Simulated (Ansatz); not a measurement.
Start from `OC(S)O[SiH3]` and change one atom or group to get `O=CC(O)S`.

Ansatz, PBE0-D4/def2-TZVP geometries, multiplicity 1. Each molecule was computed in one conformer, which needn't be the lowest.

```json
{"property": "zero-point energy (PBE0-D4/def2-TZVP) / kJ/mol", "`OC(S)O[SiH3]`": "187.9"}
{"property": "HOMO energy (PBE/def2-TZVPP) / eV", "`OC(S)O[SiH3]`": "-6.19"}
{"property": "HOMO–LUMO gap (PBE0/def2-TZVPP) / eV", "`OC(S)O[SiH3]`": "7.54"}
{"property": "HOMO energy (B3LYP/def2-TZVPP) / eV", "`OC(S)O[SiH3]`": "-7.21"}
{"property": "HOMO energy (PBE0/def2-TZVPP) / eV", "`OC(S)O[SiH3]`": "-7.46"}
{"property": "size of the dipole moment (PBE/def2-TZVPP) / D", "`OC(S)O[SiH3]`": "1.23"}
```

Problem. What does the change do to each property? (Best estimate.)

Solution. The calculation gave: 
| property | `O=CC(O)S` | shift |
| --- | --- | --- |
| zero-point energy (PBE0-D4/def2-TZVP) / kJ/mol | 161.2 | -26.7 |
| HOMO energy (PBE/def2-TZVPP) / eV | -6.30 | -0.11 |
| HOMO–LUMO gap (PBE0/def2-TZVPP) / eV | 6.13 | -1.41 |
| HOMO energy (B3LYP/def2-TZVPP) / eV | -7.35 | -0.14 |
| HOMO energy (PBE0/def2-TZVPP) / eV | -7.59 | -0.13 |
| size of the dipole moment (PBE/def2-TZVPP) / D | 1.19 | -0.04 |

With PBE0 the HOMO falls by 0.13 eV and the LUMO falls by 1.54 eV, so the gap narrows by about 1.41 eV. PBE moves the HOMO by -0.11 eV and ωB97M-V by -0.10 eV. The zero-point energy changes by -26.7 kJ/mol with -6 modes. Dipoles are sizes alone; their direction can turn.

B3LYP here is the variant with VWN-RPA as its local correlation; programs differ in this.
